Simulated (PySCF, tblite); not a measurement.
Isomers of C3H13FSi3. Method: GFN2-xTB as coded in tblite; computed harmonic values from a numerical Hessian at the method's own geometry, unscaled. The method is semi-empirical: single wavenumbers can be off by several per cent or more. Modes of hydrogen on silicon can be 10 to 20 % off. One conformer each.

Electronic energies: PBE0/pcSseg-1 single points on the GFN2-xTB geometries (PySCF, gas phase).

| SMILES | electronic energy, lowest = 0 (kcal/mol) |
| --- | --- |
| C[Si@@H](C[SiH3])C[SiH2]F | 0.0 |
| FCC[Si@H]([SiH3])C[SiH3] | 54.6 |
| C[SiH2][Si@@H](CF)C[SiH3] | 52.3 |
| CC[Si@H](C[SiH3])[SiH2]F | 16.4 |
| CC[Si@@H](CF)[SiH2][SiH3] | 61.6 |

Task: How do GFN2-xTB zero-point energies change the relative energies?

Result: 
```json
{"SMILES": "C[Si@@H](C[SiH3])C[SiH2]F", "ZPE (kcal/mol)": "89.0", "of it from modes above 1550 cm⁻¹": "49.3", "electronic (kcal/mol)": "0.0", "with ZPE, lowest = 0 (kcal/mol)": "0.0", "lowest mode (cm⁻¹)": "30", "rings": "0"}
{"SMILES": "CC[Si@H](C[SiH3])[SiH2]F", "ZPE (kcal/mol)": "89.9", "of it from modes above 1550 cm⁻¹": "49.0", "electronic (kcal/mol)": "16.4", "with ZPE, lowest = 0 (kcal/mol)": "17.2", "lowest mode (cm⁻¹)": "14", "rings": "0"}
{"SMILES": "C[SiH2][Si@@H](CF)C[SiH3]", "ZPE (kcal/mol)": "88.4", "of it from modes above 1550 cm⁻¹": "48.9", "electronic (kcal/mol)": "52.3", "with ZPE, lowest = 0 (kcal/mol)": "51.7", "lowest mode (cm⁻¹)": "20", "rings": "0"}
{"SMILES": "FCC[Si@H]([SiH3])C[SiH3]", "ZPE (kcal/mol)": "87.9", "of it from modes above 1550 cm⁻¹": "47.7", "electronic (kcal/mol)": "54.6", "with ZPE, lowest = 0 (kcal/mol)": "53.5", "lowest mode (cm⁻¹)": "26", "rings": "0"}
{"SMILES": "CC[Si@@H](CF)[SiH2][SiH3]", "ZPE (kcal/mol)": "89.4", "of it from modes above 1550 cm⁻¹": "48.7", "electronic (kcal/mol)": "61.6", "with ZPE, lowest = 0 (kcal/mol)": "62.0", "lowest mode (cm⁻¹)": "13i", "rings": "0"}
```

The zero-point energies span 2.0 kcal/mol, from `FCC[Si@H]([SiH3])C[SiH3]` to `CC[Si@H](C[SiH3])[SiH2]F`. Slightly imaginary modes are left out of the zero-point energy: `CC[Si@@H](CF)[SiH2][SiH3]` 12.8i cm⁻¹. The order is unchanged.

Task: And how do the electronic energies of GFN2-xTB itself compare?

Result: `C[Si@@H](C[SiH3])C[SiH2]F` 0.0; `CC[Si@H](C[SiH3])[SiH2]F` 2.4; `C[SiH2][Si@@H](CF)C[SiH3]` 52.4; `FCC[Si@H]([SiH3])C[SiH3]` 45.2; `CC[Si@@H](CF)[SiH2][SiH3]` 53.8 kcal/mol, lowest = 0. Against the energies above, taken from the same isomer `C[Si@@H](C[SiH3])C[SiH2]F`, the largest difference is 14.0 kcal/mol.
